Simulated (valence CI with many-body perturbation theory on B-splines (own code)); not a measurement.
Which ion has this spectrum?

A relativistic CI+MBPT calculation for an atom or ion with 13 electrons gives these levels (cm⁻¹):

```csv
J,Parity,E,g
1/2,odd,0,0.66
3/2,odd,204083,1.33
1/2,even,539905,2.51
3/2,even,668591,1.70
5/2,even,724134,1.46
3/2,even,816909,0.87
1/2,even,891507,1.14
5/2,even,914339,1.33
3/2,even,1080726,1.10
1/2,even,1096628,1.67
3/2,even,1151165,0.98
5/2,even,1162228,1.20
3/2,odd,1403089,1.23
3/2,odd,1500778,0.59
```

The energies are calculated, and their last digits are not significant.

Task: Which is it?
A. Nb28+
B. Mo29+
C. Ru31+
D. Rh32+

Result: B. Mo29+, ground level 3s2 3p 2P°_1/2.
